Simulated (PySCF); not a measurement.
A structure optimised at PBE-D3(BJ)/def2-SVP, used in a PySCF frequency run:

```xyz
8

C      1.0871    -1.0003     0.0000
C      1.2586     0.3507     0.0000
S     -0.3282     1.0992     0.0000
C     -1.1319    -0.4387     0.0000
C     -0.2389    -1.4991     0.0000
H      2.1642     0.9685     0.0000
H     -2.2293    -0.4748     0.0000
H     -0.5336    -2.5568     0.0000
```
Charge 0, spin multiplicity 2.

Write its SMILES, formula and point group.

[c]1ccsc1, C₄H₃S, Cs

What are its rotational constants (standard atomic weights)?

8.1496, 5.6158, 3.3248 GHz
